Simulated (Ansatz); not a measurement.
H$_{4}$HfO$_{4}$, singlet, at a GFN2-xTB geometry (such geometries of metal compounds can be far from the true shape) (core potentials on Hf); SVWN5/def2-TZVP (Ansatz, an electronic-structure program).

Input for Ansatz:
Ansatz 0.2 input:
```yaml
crystal:
  periodic: [false, false, false]
  atoms:
    - {symbol: Hf, position_ang: [-0.00000000, -0.00000000, -0.00000000]}
    - {symbol: O, position_ang: [1.79081072, -0.22160625, -0.50114263]}
    - {symbol: H, position_ang: [2.00040917, 0.32543936, -1.26752251]}
    - {symbol: O, position_ang: [0.09737753, 0.18678386, 1.86088304]}
    - {symbol: H, position_ang: [1.01629506, 0.22252876, 2.15215851]}
    - {symbol: O, position_ang: [-0.59378873, 1.36890887, -1.13170657]}
    - {symbol: H, position_ang: [-1.45429680, 1.15011577, -1.50877946]}
    - {symbol: O, position_ang: [-1.29439952, -1.33408649, -0.22803385]}
    - {symbol: H, position_ang: [-1.56240743, -1.69808389, 0.62414347]}
basis:
  gaussian:
    orbitals: def2-TZVP
hamiltonian:
  xc: {name: SVWN5}
```

Output, abridged:

```
Functional definition: SVWN5
1125 factors; their error is unknown
mean field evaluation 1: about -9482.7197 eV, gradient 1.3e2 eV
mean field evaluation 2: about -9343.9196 eV, gradient 2.9e2 eV
mean field evaluation 4: about -9508.0412 eV, gradient 1.4e1 eV
mean field evaluation 8: about -9508.5217 eV, gradient 6.6e-2 eV
mean field evaluation 16: about -9508.5089 eV, gradient 1.1e-4 eV
mean field -9508.50891902 eV, -349.4312576751 hartree, gradient 1.0e-5 eV, S^2 0.000000; 0 other end points of the search recorded, 0 dependent functions left out
reference -9508.50895720 eV, -349.4312590784 hartree; 24, 24 occupied and 164, 164 virtual orbitals, 1125 factors
Total energy: -9508.50895720 eV, -349.4312590784 hartree
```
